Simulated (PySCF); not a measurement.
**Distorted geometries of Er2N2**

Er2N2 (singlet in the valence; each metal's 4f electrons, 11 of them, lie in its core potential, out of spins and levels). PySCF 2.14.0, RKS BP86, Er lcecp-1-SVP with ECP57, N def2-SVP; non-relativistic Hamiltonian with scalar-relativistic core potentials where named; density fitting; no spin-orbit coupling. Relaxed geometry:

```xyz
4

Er    0.0000    0.0000    1.4999
Er    0.0000    0.0000   -1.4999
N     1.3741    0.0000    0.0000
N    -1.3741    0.0000    0.0000
```

Task: Order these distorted geometries by energy above the relaxed one, lowest first.
A.
```xyz
4

Er    0.0016    0.0069    1.4676
Er    0.0193   -0.0605   -1.5156
N     1.3179    0.0634   -0.0348
N    -1.3388   -0.0099    0.0827
```
B.
```xyz
4

Er    0.0290    0.2112    1.5374
Er   -0.0772    0.0418   -1.5380
N     1.3875   -0.2709   -0.0023
N    -1.3393    0.0179    0.0029
```
C.
```xyz
4

Er    0.0323   -0.0227    1.4970
Er    0.0196    0.0237   -1.5227
N     1.3563    0.0037    0.0148
N    -1.4082   -0.0047    0.0108
```

Result: C (0.06 eV), A (0.18 eV), B (0.29 eV).

Task: Which forces (eV/Å) act in the one that lies 0.06 eV up?

Result: 
```
Er  -0.81 -0.01  0.25
Er  -0.56 -0.02  0.96
N    0.48  0.02 -0.75
N    0.89  0.01 -0.46
```
Forces carry noise of the integration grid, about 0.01 to 0.03 eV/Å.

An lcecp potential fixes the number of 4f electrons, so in runs with it no electron can move into or out of that shell.
